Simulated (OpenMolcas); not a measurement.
**Ions of charge +3 along the 4f row with 8 fluoride ligands in cubic eightfold coordination**

- Program: OpenMolcas
- Method: CASSCF
- Spin-orbit coupling: state interaction with AMFI integrals over the reference wave functions

The f shell is active. Anionic complexes are neutralised by point charges behind the ligands. Distances were set from a Shannon-type radius of the metal (high-spin where two are listed) plus a fixed donor radius (F 1.31 Å). Ligand basis ANO-RCC-VDZP, DKH2 Hamiltonian. States (labels of O, the rotations of Oh). Energies in cm-1 above the lowest state or level, χT in cm3 K/mol; under a threefold ground state the first gap can be a small split of the lowest multiplet, not the spin-orbit step. Free-ion χT is g² J(J+1) / 8 for Hund's level.

```
 Ion  Shell  R (Å)   Metal basis  Outer charge (e at Å behind ligand)  Ground state  First state of that spin  First gap with spin-orbit (degeneracies)  Width of lowest J  χT at 300 K  Free-ion χT
Ce3+    4f1   2.45  ANO-RCC-VDZP                          0.62 at 2.4           2T2                  2T1 18.7                              406.7 (4, 2)                407        0.705        0.804
Pr3+    4f2   2.44  ANO-RCC-VDZP                          0.62 at 3.2           3T1                    3E 2.3                              311.3 (3, 1)                433        1.474        1.600
Nd3+    4f3   2.42  ANO-RCC-VDZP                          0.62 at 2.8           4A2                 4T2 169.8                              117.5 (4, 4)                435        1.571        1.636
Pm3+    4f4    2.4  ANO-RCC-VDZP                          0.62 at 2.6           5T2                  5E 113.2                              214.8 (1, 3)                441        0.885        0.900
Sm3+    4f5   2.39  ANO-RCC-VTZP                          0.62 at 2.6           6T2                 6T1 271.5                               98.4 (4, 2)                 98        0.308        0.089
Eu3+    4f6   2.38  ANO-RCC-VDZP                          0.62 at 2.6           7A2                 7T1 661.4                              343.0 (1, 3)                           1.382            0
Gd3+    4f7   2.36  ANO-RCC-VDZP                          0.62 at 2.8           8A1                                                                                               7.851        7.875
Tb3+    4f8   2.35  ANO-RCC-VDZP                          0.62 at 2.8           7T1                   7T2 0.6                                0.4 (1, 3)                227       11.674       11.812
Dy3+    4f9   2.34  ANO-RCC-VDZP                          0.62 at 2.6           6T1                    6E 0.6                                0.6 (2, 4)                315       13.885       14.167
Ho3+   4f10   2.33  ANO-RCC-VDZP                          0.62 at 3.2           5A2                 5T2 130.7                                0.2 (3, 2)                331       13.670       14.062
Er3+   4f11   2.31  ANO-RCC-VDZP                          0.62 at 2.8           4T2                   4E 81.1                               56.1 (2, 4)                382       11.151       11.475
Tm3+   4f12    2.3  ANO-RCC-VTZP                          0.62 at 2.8           3T2                 3T1 186.5                               85.3 (1, 3)                390        6.936        7.146
```

The rows also differ in their metal basis and outer charges, so part of each step comes from that.

χT departs most from the free-ion value for Eu3+, by +1.382 cm3 K/mol.

Without dynamic correlation the ligand-field splitting of an f shell can come out too small, at times by half (holds for Pr3+; Nd3+; Pm3+; Sm3+; Eu3+; Tb3+; Dy3+; Ho3+; Er3+; Tm3+). High states are left out of the spin-orbit mixing, which shifts the levels that they would mix with (holds for Nd3+; Pm3+; Sm3+; Eu3+; Tb3+; Dy3+; Ho3+; Er3+). No quartet enters the spin-orbit mixing, so the splitting and order within the octet and the sextets are unsound, and g values and χT are rough (holds for Gd3+). A group larger than the point group allows holds several states that coincide in this model. No measured value stands beside these numbers; the geometry was imposed, not optimised, and the real ion may take another.
